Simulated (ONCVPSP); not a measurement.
phosphorus: excitation energies, all-electron against ONCV

```json
{
 "Element": "phosphorus (P)",
 "Generator": "ONCVPSP 4.0.1",
 "Type": "optimised norm-conserving Vanderbilt (ONCV)",
 "Functional": "revPBE",
 "Relativity": "scalar-relativistic",
 "Frozen core": "[He]",
 "Valence charge": "13",
 "Reference configuration": "2s2 2p6 3s2 3p1.5 (charge +1.5)",
 "Partial waves": "2s+3s: rc 1.30 bohr, ncon 3, nbas 7, qcut 12.3 1/bohr, 2 projectors; 2p+3p: rc 1.12 bohr, ncon 3, nbas 7, qcut 17.6 1/bohr, 2 projectors; d scattering state at 0.2 Ha: rc 1.12 bohr, ncon 3, nbas 7, qcut 10.7 1/bohr, 2 projectors, debl 0.8 Ha",
 "Local potential": "polynomial inside 0.80 bohr (lpopt 5, dvloc0 3 Ha)",
 "Core correction": "Teter function, fcfact 5, rcfact 1"
}
```

Energies are relative to the spin-unpolarised reference configuration 2s2 2p6 3s2 3p1.5; without spin polarisation the order of configurations can differ from experiment.

```json
{"valence configuration": "2s2 2p6 3s2 3p3", "charge": "0", "ΔE all-electron (eV)": "-18.012", "error AE − PS (meV)": "+1.8"}
{"valence configuration": "2s2 2p6 3s2 3p2", "charge": "+1", "ΔE all-electron (eV)": "-8.305", "error AE − PS (meV)": "+0.5"}
{"valence configuration": "2s2 2p6 3s2 3p1", "charge": "+2", "ΔE all-electron (eV)": "10.820", "error AE − PS (meV)": "+0.1"}
```

What are ΔE and the potential's error for 2s2 2p6 3s1 3p0?

ΔE = 92.415 eV all-electron; the error (AE − PS) is -5.6 meV.

Levels in the configuration 2s2 2p6 3s1 3p0:

| level | all-electron (eV) | pseudo (eV) |
| --- | --- | --- |
| 2s | -230.221 | -230.309 |
| 2p | -180.759 | -180.592 |
| 3s | -58.280 | -58.299 |
